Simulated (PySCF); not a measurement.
A run for PySCF: R-BP86/LANL2DZ on BeBrCl (SMILES [Cl][Be][Br]), a point of a bond scan (R = 2.936 Å).

```python
from pyscf import gto, scf, dft, mp
from pyscf.data.elements import chemcore

mol = gto.M(
    atom='''
    Be   -0.00000000   -0.00000000   -0.67601116
    Cl   -0.00000000   -0.00000000   -2.47866670
    Br    0.00000000    0.00000000    2.25977894
    ''',
    basis='lanl2dz',
    ecp={'Br': 'lanl2dz', 'Cl': 'lanl2dz'},
    charge=0, spin=0, verbose=3, max_memory=1800)
mf = dft.RKS(mol, xc='b88,p86')
mf.conv_tol = 1e-8
mf.max_cycle = 100
mf.kernel()
if not mf.converged:
    mf = mf.newton().run(mf.mo_coeff, mf.mo_occ)
```

Program output:

```
converged SCF energy = -42.9490151273506
```

The calculation finished and met its thresholds.

Cost: roughly 2.8 core-seconds.
